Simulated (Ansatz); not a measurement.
Frontier orbitals of CH4FNOSi, SMILES `FC1N[SiH2]O1`.

```xyz
9

F     0.6315    1.5663   -1.1933
C     0.6555    0.8326   -0.0324
N    -0.6604    0.5006    0.4279
Si   -0.3349   -1.1409    0.0312
O     1.1658   -0.4503   -0.2778
H     1.2869    1.3934    0.6637
H    -1.4086    1.1664    0.3644
H    -0.3203   -2.1092    1.1512
H    -1.0156   -1.7588   -1.1349
```

Total charge 0; spin multiplicity 1. All single points use the PBE0-D4/def2-TZVP geometry. Basis def2-TZVPP, the Gaussian-basis code of Ansatz.

```json
{"functional": "PBE", "HOMO (eV)": "-6.45", "LUMO (eV)": "-1.43", "gap (eV)": "5.02"}
{"functional": "r2SCAN", "HOMO (eV)": "-6.77", "LUMO (eV)": "-1.03", "gap (eV)": "5.74"}
{"functional": "PBE0", "HOMO (eV)": "-7.92", "LUMO (eV)": "-0.54", "gap (eV)": "7.38"}
{"functional": "r2SCAN0", "HOMO (eV)": "-8.14", "LUMO (eV)": "-0.30", "gap (eV)": "7.84"}
{"functional": "HSE06 (plane-wave form)", "HOMO (eV)": "-7.51", "LUMO (eV)": "-0.92", "gap (eV)": "6.59"}
{"functional": "ωB97M-V", "HOMO (eV)": "-10.28", "LUMO (eV)": "1.18", "gap (eV)": "11.46"}
```

Against PBE, PBE0 changes HOMO and LUMO by −1.46 and +0.89 eV, ωB97M-V by −3.82 and +2.61 eV. A gap of 5.02 eV thus becomes 11.45 eV for the same molecule, so an orbital gap means little without its functional. A positive LUMO is unbound and depends on the basis.
